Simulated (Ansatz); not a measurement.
```yaml
crystal:
  periodic: [false, false, false]
  atoms:
    - {symbol: N, position_ang: [1.022608, 1.041648, 1.309450]}
    - {symbol: Zr, position_ang: [-0.026051, 0.161577, -0.211401]}
    - {symbol: Xx, position_ang: [-1.834359, -0.394009, 0.568439]}
    - {symbol: N, position_ang: [0.963591, -1.564439, -0.689036]}
    - {symbol: O, position_ang: [-0.218131, 1.334534, -1.738200]}
    - {symbol: H, position_ang: [1.816971, 1.658143, 1.204554]}
    - {symbol: H, position_ang: [0.747272, 1.034004, 2.281456]}
    - {symbol: H, position_ang: [-2.092432, -1.339539, 0.813560]}
    - {symbol: H, position_ang: [-2.652828, 0.194132, 0.648013]}
    - {symbol: H, position_ang: [0.880842, -2.075732, -1.557263]}
    - {symbol: H, position_ang: [1.714938, -1.968551, -0.147850]}
    - {symbol: H, position_ang: [-0.322412, 1.918242, -2.481713]}
basis:
  gaussian: {orbitals: def2-mTZVP}
hamiltonian: {xc: {name: SPW92}}
scf: {lower_state_search: light}
```

```sh
$ ansatz run in.yaml --threads 4 --pin off --events-out ev --progress --plain --max-ram 11315MiB
```

It prints (some lines left out):

```
Error: YAML parse error: error: line 6 column 16: `Xx` is not an element symbol (H … Og, case-exact)
 --> <input>:6:16
4 |     - {symbol: N, position_ang: [1.022608, 1.041648, 1.309450]}
5 |     - {symbol: Zr, position_ang: [-0.026051, 0.161577, -0.211401]}
6 |     - {symbol: Xx, position_ang: [-1.834359, -0.394009, 0.568439]}
7 |     - {symbol: N, position_ang: [0.963591, -1.564439, -0.689036]}
8 |     - {symbol: O, position_ang: [-0.218131, 1.334534, -1.738200]}
```

Something in this input is off. What?

An element symbol is wrong. The input was rejected before any iteration.
